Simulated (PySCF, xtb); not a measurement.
C2H6Ge, SMILES C=[CH][GeH3].

GFN2-xTB (xtb) at its own geometry gives an orbital gap of 5.00 eV and a dipole moment of 0.81 D.

Geometry: r2SCAN-D4/def2-SVP.

Problem. What does PySCF with PBE0/def2-TZVPD give? (The exact figures need the calculation; the answer reports its results.)

Solution. gap 7.48 eV (levels -7.89 and -0.41 eV), dipole 0.57 D.
